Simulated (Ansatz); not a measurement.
The first iterations of a band of C3H8OSi (13 atoms, charge 0, multiplicity 1).

Theory: RKS PBE/def2-SVP (Ansatz 0.2.0).

- movable images: 9
- climbing image: yes
- spring: 5.0 eV/Å²
- optimiser: quadratic models (default)
- start path: through a guess of the saddle point
- force threshold: 0.05 eV/Å
- iteration limit: 60
- end points: relaxed

First end point:

```xyz
13
Properties=species:S:1:pos:R:3
C -1.208 0.961 0.359
C -0.417 -0.014 -0.138
C -0.842 -0.919 -1.267
Si 1.298 -0.253 0.621
O 1.653 0.948 1.752
H -2.221 1.154 -0.042
H -0.875 1.600 1.195
H -0.832 -1.987 -0.958
H -1.864 -0.681 -1.628
H -0.146 -0.844 -2.131
H 2.316 -0.286 -0.498
H 1.378 -1.547 1.378
H 1.781 1.834 1.371
```

Last end point:

```xyz
13
Properties=species:S:1:pos:R:3
C -1.661 0.384 0.681
C -0.561 -0.013 0.004
C -0.602 -0.454 -1.438
Si 1.095 -0.032 0.894
O 2.172 0.835 -0.075
H -2.661 0.390 0.210
H -1.611 0.723 1.730
H -0.252 -1.504 -1.548
H -1.623 -0.385 -1.867
H 0.083 0.163 -2.057
H 1.602 -1.447 1.068
H 0.927 0.579 2.264
H 3.112 0.727 0.148
```

| iteration | highest image above the first end (eV) | largest band force component (eV/Å) |
| --- | --- | --- |
| 1 | 11.142 | 83.279 |
| 2 | 4.408 | 31.006 |
| 3 | 1.851 | 15.825 |
| 4 | 0.589 | 6.657 |
| 5 | 0.318 | 2.129 |

Q: Does the band converge within its limit, and where does its top end?

A: The forces met the threshold. It ended after 16 iterations with the highest image 0.087 eV above the first end. A vibrational analysis at the climbing image gives one clearly imaginary mode, 68i cm⁻¹: a first-order saddle point.

Time of the run: 5.4 min on 2 threads of Arm Neoverse V1, with other jobs on the host, peak memory 0.15 GiB.
